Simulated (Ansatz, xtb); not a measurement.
**Relaxing a trial structure of C2H5In−**

The starting geometry of this gas-phase doublet has its atoms placed at random.

```json
{"atom": "C", "x (Å)": "-0.9818", "y (Å)": "-1.1008", "z (Å)": "1.5136"}
{"atom": "C", "x (Å)": "1.9820", "y (Å)": "0.6030", "z (Å)": "-0.9920"}
{"atom": "In", "x (Å)": "0.2004", "y (Å)": "0.4571", "z (Å)": "0.3246"}
{"atom": "H", "x (Å)": "2.1844", "y (Å)": "-0.6435", "z (Å)": "0.2535"}
{"atom": "H", "x (Å)": "-0.2498", "y (Å)": "2.3459", "z (Å)": "0.3578"}
{"atom": "H", "x (Å)": "1.4696", "y (Å)": "-1.2384", "z (Å)": "-0.2939"}
{"atom": "H", "x (Å)": "-1.8718", "y (Å)": "0.7828", "z (Å)": "0.1453"}
{"atom": "H", "x (Å)": "-0.4251", "y (Å)": "-1.4378", "z (Å)": "0.1999"}
```

Task: Guess where an optimisation with r2SCAN-D4/def2-SVPD ends from this start.

Result: It ends as a structure given below by its coordinates. Distances that change by over a tenth: In3–H6 (2.21 → 2.84 Å). Contacts that open: In3–H7 (2.11 → 2.86 Å), In3–H8 (2.00 → 2.84 Å). Contacts that close: C1–H7 (2.49 → 1.10 Å), C1–H8 (1.47 → 1.10 Å), C2–H4 (1.77 → 1.10 Å), C2–H6 (2.03 → 1.10 Å).

The energy falls by 11.20 eV over 19 steps:

```json
{"step": "1", "E − E(last) (eV)": "11.197"}
{"step": "3", "E − E(last) (eV)": "7.863"}
{"step": "5", "E − E(last) (eV)": "4.238"}
{"step": "7", "E − E(last) (eV)": "1.596"}
{"step": "9", "E − E(last) (eV)": "0.949"}
{"step": "11", "E − E(last) (eV)": "0.626"}
{"step": "13", "E − E(last) (eV)": "0.258"}
{"step": "15", "E − E(last) (eV)": "0.041"}
{"step": "17", "E − E(last) (eV)": "0.003"}
{"step": "19", "E − E(last) (eV)": "0.000"}
```

Final geometry (Å):

```yaml
atoms:
  - { symbol: C, position_ang: [-1.4748, -0.5066, 0.5866] }
  - { symbol: C, position_ang: [2.0768, -0.1812, -0.3319] }
  - { symbol: In, position_ang: [0.2615, 0.6235, 0.3159] }
  - { symbol: H, position_ang: [2.9942, 0.4057, -0.4825] }
  - { symbol: H, position_ang: [0.1928, 2.3589, 0.6538] }
  - { symbol: H, position_ang: [2.2158, -1.2473, -0.5640] }
  - { symbol: H, position_ang: [-2.4353, -0.0945, 0.9277] }
  - { symbol: H, position_ang: [-1.5231, -1.5901, 0.4032] }
```

From the same start GFN2-xTB reaches the same bonding as this run.

From so rough a start the end depends on the optimiser's path, so another program may land elsewhere. No frequencies were run, so the end isn't proven a minimum. Open shells are spin-unrestricted. Atoms past krypton carry core potentials, without spin–orbit terms. Run with Ansatz 0.2.0, 5.8 min on 2 threads of Intel(R) Xeon(R) Processor @ 2.50GHz (Skylake/Cascade Lake) (shared host).
